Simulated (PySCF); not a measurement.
C3H5O, SMILES [CH]=C(C)O, multiplicity 2.

Geometry optimised at B3LYP-D3(BJ)/def2-SVP. The isomer is the one that the SMILES or the coordinates give; other isomers of the formula were not compared. Other conformers were not sampled.

Level of theory: PBE/def2-TZVPD (PySCF).

Gas-phase values at a fixed geometry.

Computed frontier levels, dipole moment and polarisability:
The α spin, highest occupied and lowest empty level comes out as -5.73 and -0.52 eV. The β spin, highest occupied and lowest empty level is -5.41 and -3.33 eV. The dipole moment is 0.75 D and the quadrupole, principal values (traceless, Buckingham form, about the centre of nuclear charge) is -4.70, -3.24, 7.94 D·Å. The mean static polarisability is 46.8 bohr³ (6.94 Å³). The polarisability, principal values is 35.6, 46.9, 57.9 bohr³. The ⟨S²⟩ comes out as 0.758 (pure state 0.75).
